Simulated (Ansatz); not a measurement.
PBE exchange is replaced step by step with exact exchange (0 % is PBE, 25 % PBE0; no dispersion term), basis def2-TZVP, Ansatz. System: the cluster Ni₃. The state is a singlet with charge 0. Geometry: PBE0-D4/def2-TZVP.

Geometry of the singlet:

| atom | x (Å) | y (Å) | z (Å) |
| --- | --- | --- | --- |
| Ni1 | 0.384 | 1.080 | -0.555 |
| Ni2 | 0.155 | -1.114 | -0.598 |
| Ni3 | -0.539 | 0.034 | 1.154 |

The restricted singlet is unstable towards broken spin symmetry in Hartree–Fock (as tested in another run); at PBE-D4/def2-TZVP, PBE with 5 % exact exchange/def2-TZVP, PBE with 10 % exact exchange/def2-TZVP, PBE with 15 % exact exchange/def2-TZVP and others this wasn't settled. At PBE-D4/def2-TZVP an occupied level of the charge 0 singlet lies above an empty one (by up to 0.39 eV), so this SCF solution is probably not the lowest. The geometry of the singlet was relaxed on an unsound state (restricted singlet whose occupied levels cross empty ones at other levels, untested at these). At PBE0-D4/def2-TZVP a quintet of charge 0 lies 1.80 eV below the restricted singlet, each at its own geometry. The structure comes from a short search, and lower isomers may exist.

| exact exchange (%) | HOMO (eV) | LUMO (eV) | gap (eV) |
| --- | --- | --- | --- |
| 0 | -3.27 | -3.67 | -0.39 |
| 5 | -3.58 | -3.33 | 0.26 |
| 10 | -3.88 | -2.99 | 0.89 |
| 15 | -4.19 | -2.66 | 1.53 |
| 25 | -4.82 | -2.01 | 2.81 |
| 35 | -5.40 | -1.35 | 4.05 |

(1) Estimate the row for 50 %.

Results:

(1) 
```csv
exact exchange (%),HOMO (eV),LUMO (eV),gap (eV)
50,-5.96,-0.78,5.18
```
